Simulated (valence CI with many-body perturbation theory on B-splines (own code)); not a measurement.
Results of a calculation; reference values are marked as such.
# Mn10+: magnetic and hyperfine properties of the levels

Level of theory: relativistic CI+MBPT: five valence electrons over a frozen Dirac-Fock core [Ne], a basis of 9 s, 9 p, 8 d, 6 f, 3 g, 1 h functions for each j, with the one-electron correlation potential Σ1, the two-electron term Σ2, the three-electron term Σ3, Breit, model QED; selected CI, second order for the rest, scaled by the run's own slope (own B-spline code, finite nucleus).

No measured spectrum was set against this ion. As an estimate, levels of excited configurations hold to 0.05 to 0.15 % of their energy, terms of the ground configuration to about 0.5 %. Among the levels kept, up to 660 cm⁻¹ of a level comes from second order outside the variational space, and about a tenth of that is noise between levels of different J, which matters for small intervals.

A/g_I is the dipole constant over the nuclear g factor μ/I (μ in nuclear magnetons, uniformly magnetised nucleus), B/Q the quadrupole constant per barn. Both hold the static response of the core; the bare values leave it out. Large factors of s and p1/2 electrons are usually good to 5 to 10 %; those of open d and f shells near neutrality can be off by tens of per cent, and small factors of p3/2, d and f electrons come from cancelling terms and can be off by a factor of two or in sign, in half-filled shells by more. B is blank for J = 1/2, where it vanishes, and for nearly pure S terms. Energies count from the lowest level.

Names give the largest LS component (configuration and term), which can be under half, so a name can repeat, a term be missing and a line seem to break the LS rules; names also repeat where a configuration has a term twice. Letters in brackets count levels of one name in rising energy.

```
                Level  E (cm⁻¹)      g  A/g_I (MHz)  A/g_I bare  B/Q (MHz/b)  B/Q bare
      3s2.3p3 4S°_3/2         0  1.987          635         864                       
      3s2.3p3 2D°_3/2     39625  0.856         3640        3460         5020      4770
      3s2.3p3 2D°_5/2     42946  1.200         6540        6260        -54.0     -50.2
      3s2.3p3 2P°_1/2     69284  0.665        18100       17100                       
      3s2.3p3 2P°_3/2     73889  1.290         3720        3630        -5130     -4870
        3s.3p4 4P_5/2    253960  1.596        14500       13900         5710      5420
        3s.3p4 4P_3/2    261670  1.731        13400       12800        -4620     -4390
        3s.3p4 4P_1/2    265260  2.663        29900       28600                       
        3s.3p4 2D_3/2    314650  0.808        -3600       -3300        -8360     -7940
        3s.3p4 2D_5/2    316050  1.204        15500       14600       -12000    -11400
3s2.3p2.3d 2P_3/2 [a]    361520  1.326         -681        -402         2740      2620
        3s.3p4 2P_1/2    365940  1.048        18000       16900                       
        3s.3p4 2S_1/2    379500  1.619        42000       39500                       
    3s2.3p2.3d 4F_3/2    397410  0.421         2570        2480        -1120      -992
    3s2.3p2.3d 4F_5/2    400410  1.044         1610        1670        0.392      83.0
    3s2.3p2.3d 4F_7/2    404790  1.244         1630        1710         -944      -790
    3s2.3p2.3d 4F_9/2    410290  1.330         2380        2410        -5120     -4730
3s2.3p2.3d 2F_5/2 [a]    411770  0.955         4310        4160         -421      -347
3s2.3p2.3d 2F_7/2 [a]    415160  1.273         1980        2050         2740      2650
    3s2.3p2.3d 4D_1/2    415430  0.006         6560        6190                       
    3s2.3p2.3d 4D_3/2    416320  1.182         3140        3150        -1530     -1460
    3s2.3p2.3d 4D_5/2    419700  1.259         2650        2680         -363      -323
    3s2.3p2.3d 4D_7/2    427170  1.288         1830        1890         2310      2240
    3s2.3p2.3d 2G_7/2    459170  0.892         4080        3940        12000     11500
    3s2.3p2.3d 2G_9/2    461450  1.114         3040        2990        13700     13100
3s2.3p2.3d 2P_3/2 [b]    467810  1.319        -1100        -798         1620      1540
    3s2.3p2.3d 4P_5/2    477460  1.586         1040        1240          547       556
3s2.3p2.3d 2P_1/2 [a]    477540  0.752        10900       10200                       
    3s2.3p2.3d 4P_3/2    481050  1.689         1130        1380         -269      -295
    3s2.3p2.3d 4P_1/2    483380  2.571         1770        2050                       
3s2.3p2.3d 2D_3/2 [a]    489820  0.852         2180        2200          835       851
3s2.3p2.3d 2D_5/2 [a]    498800  1.209         2460        2480         -367      -261
3s2.3p2.3d 2D_3/2 [b]    515850  0.810         2800        2660         -113      -129
3s2.3p2.3d 2D_5/2 [b]    516050  1.200         4050        3980         3640      3460
3s2.3p2.3d 2P_1/2 [b]    531290  0.814        -3060       -2850                       
3s2.3p2.3d 2P_3/2 [c]    537490  1.323         1370        1520        -2680     -2560
3s2.3p2.3d 2F_5/2 [b]    538350  0.898         1620        1630         1550      1570
    3s2.3p2.3d 2S_1/2    539390  1.862        14200       13700                       
3s2.3p2.3d 2F_7/2 [b]    541560  1.142         3240        3200        -1790     -1600
3s2.3p2.3d 2D_5/2 [c]    562200  1.161         1740        1780        -1480     -1330
```

Task: Take the isotope of mass number 53, with I = 7/2, μ = 5.033 μN and Q = 0.17 b. What is the hyperfine structure of 3s.3p4 4P_3/2?

Result: From the table A = 19200 MHz, B = -785 MHz. Shifts from the centre of gravity in MHz: F = 2: -130000, F = 3: -71900, F = 4: 5160, F = 5: 101000.
